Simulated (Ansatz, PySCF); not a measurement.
Reaction (SMILES): O=[Si]=O [dioxosilane] → O=[Si]=O as triplet, charge 0
Structures are relaxed separately at B3LYP-D3(BJ)/def2-TZVP in Ansatz (a first-principles code). High T1 diagnostic, so coupled cluster is less sure: O=[Si]=O as triplet, charge 0. A spin state is the lowest found, not a proven ground state.

Property: adiabatic triplet-singlet gap (0 K, with B3LYP-D3(BJ) harmonic zero-point energies from PySCF), in eV. Cores are frozen in the correlated levels unless marked. UHF or UKS for open shells. Spin-orbit coupling is left out. No relativistic terms. CBS(X,Y): correlation extrapolated as X^-3; Hartree-Fock from the larger set.

```tsv
level	program	adiabatic triplet-singlet gap (eV)
M06-L/def2-TZVPD	PySCF	___
TPSSh-D4/def2-TZVPD	PySCF + dftd4	1.97
B2PLYP-D4/def2-TZVPD	Ansatz + dftd4	2.58
CCSD(T)/CBS(cc-pV(T+d)Z,cc-pV(Q+d)Z)	Ansatz	___
```

Question: What belongs in the gaps?

Answer: 
- M06-L/def2-TZVPD, adiabatic triplet-singlet gap (eV): 2.05
- CCSD(T)/CBS(cc-pV(T+d)Z,cc-pV(Q+d)Z), adiabatic triplet-singlet gap (eV): 2.63
